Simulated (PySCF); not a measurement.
**Correlation energy of Hg²⁺ (mercury, charge +2)**

[Xe] 4f14 5d10, closed-shell 1S. Calculation: PySCF 2.14, in x2c-TZVPPall; the spin-free X2C one-electron Hamiltonian (Gaussian nucleus). Frozen: [Xe] 4f14; 10 electrons correlated.

```tsv
level	correlation energy (mhartree)
CCSD	-288.99
(T)	-8.01
CCSD(T)	-297.00
```

Diagnostics: T1 = 0.0021, D1 = 0.0030, largest double amplitude 0.017.

Cost of the coupled-cluster step: of the order of 3 core-seconds, for 10 correlated electrons.
